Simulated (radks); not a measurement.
Species: In2+. Configuration: [Kr] 4d9 5s1 5d1 (not the ground configuration).

Calculated with a radial shooting solver on a logarithmic mesh with Libxc functionals: scalar-relativistic Kohn-Sham, exchange-only r2SCAN, spin-polarised, spherical densities, finite nucleus; open shells are filled with parallel spins first (spin-orbit coupling, left out, can overturn this in heavy ions); meta-GGA in the generalised Kohn-Sham scheme; Fermi nuclear charge, rms radius 4.6156 fm.

Energy parts (eV):
total: -159941.606
kinetic: 166775.842
electron-nucleus: -385559.456
Hartree: 63102.624
exchange: -4260.616

Orbitals (lengths in bohr, moments of r in powers of bohr; r(max) is where P^2 peaks):
orbital  occ.  eigenvalue (eV)   r(max)      <r>     <r^2>
1s up       1        -27835.31  0.01922  0.02972  0.001195
1s down     1        -27835.27  0.01922  0.02972  0.001195
2s up       1        -4207.453   0.1085   0.1285   0.01946
2s down     1        -4207.062   0.1085   0.1284   0.01946
2p up       3        -3776.143  0.08694   0.1122   0.01537
2p down     3        -3775.842  0.08694   0.1122   0.01537
3s up       1        -827.4738   0.3150   0.3477    0.1383
3s down     1        -827.3298   0.3150   0.3477    0.1382
3p up       3        -685.0188   0.3085   0.3465    0.1394
3p down     3        -684.8281   0.3085   0.3465    0.1394
3d up       5        -464.3784   0.2587   0.3243    0.1250
3d down     5        -464.0385   0.2588   0.3243    0.1249
4s up       1        -151.0821   0.7709   0.8477    0.8121
4s down     1        -149.6339   0.7707   0.8472    0.8111
4p up       3        -108.1315   0.8156   0.9167    0.9589
4p down     3        -106.6445   0.8153   0.9154    0.9555
4d up       5         -45.4938   0.9206    1.128     1.502
4d down     4         -43.7822   0.9195    1.117     1.469
5s up       1         -28.1040    1.990    2.249     5.685
5s down     0         -24.6795    1.967    2.223     5.566
5d up       1          -9.8928    3.495    3.995     18.04

The highest occupied level is 5d up at -9.893 eV. The configuration is held as typed, so some empty levels lie below it. Summed over all electrons, <r^2> = 46.97 bohr^2, which gives a Langevin (diamagnetic) susceptibility term of -37.2 x 10^-6 cm^3/mol.
